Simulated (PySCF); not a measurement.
CH3ClF2SSi, SMILES CS[Si](F)(F)Cl.

The structure is a stationary point at ωB97X-D3(BJ)/def2-SVP. This is a generated structure with no PubChem entry under its InChIKey; it may be hypothetical. The values are those of a single conformer.

Two levels are set side by side: PBE/def2-TZVP (PySCF) and r2SCAN/def2-TZVP (PySCF). Same geometry, gas phase. Differences are taken from unrounded values.

```
quantity                     r2SCAN
---------------------------  ------
orbital gap (eV)               5.76
highest occupied level (eV)   -6.82
lowest empty level (eV)       -1.06
dipole moment (D)              2.58
mean polarisability (bohr³)    63.1
```

Task: What does PBE give, and how far is it from r2SCAN? (The exact figures need the calculation; the answer reports its results.)

Result: 
| quantity | PBE | PBE minus r2SCAN |
|---|---|---|
| orbital gap (eV) | 5.19 | -0.57 |
| highest occupied level (eV) | -6.53 | 0.28 |
| lowest empty level (eV) | -1.34 | -0.28 |
| dipole moment (D) | 2.51 | -0.07 |
| mean polarisability (bohr³) | 65.1 | 2.0 |

Rough cost on one machine, each run with all the roots and properties that it gave: r2SCAN against PBE about 3 times.
